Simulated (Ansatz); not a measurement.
Ideal-gas functions of `F[C](Cl)I` radical at 800 K and 1 bar, from an Ansatz frequency run at PBE0-D4/def2-TZVP.

Molar mass 193.37 g/mol, point group C1 (symmetry number 1), electronic degeneracy 2, moments of inertia 74.545, 344.929, 416.703 u Å². Harmonic wavenumbers (cm⁻¹, unscaled): 199, 289, 413, 494, 872, 1183.

Use S(trans) = R[1.5 ln M + 2.5 ln T − 1.1517]; rotational temperatures θ = 24.2544 K / I; S(rot) = R[ln(√π/σ · √(T³/θAθBθC)) + 1.5]; for each mode x = 1.438777 ν̃/T, S = R[x/(eˣ − 1) − ln(1 − e⁻ˣ)] and H = RT x/(eˣ − 1); 1 cm⁻¹ = 0.0119627 kJ/mol; R = 8.31446 J/(mol·K).

Problem. By hand: the entropy, in J/(mol·K).

Solution. Translation 195.0. Rotation: θ = 0.3254, 0.0703, 0.0582 K, giving 128.1. Vibration, mode by mode: 16.90, 13.85, 10.98, 9.57, 5.38, 3.45, in all 60.1. Electronic 5.8. Sum 389.0 J/(mol·K).

Problem. By hand: H − E and G − E in kJ/mol, counted from the electronic energy.

Solution. Zero-point energy ½ × 3450 × 0.0119627 = 20.6; thermal vibration 23.9; translation, rotation and pV give 4 RT = 26.6. H − E = 71.1 kJ/mol, and G − E = 71.1 − 800 × 389.0/1000 = -240.1 kJ/mol.

Vibration gives 15 % of the entropy. The sum counts one conformer and one mirror image; others add a mixing term.
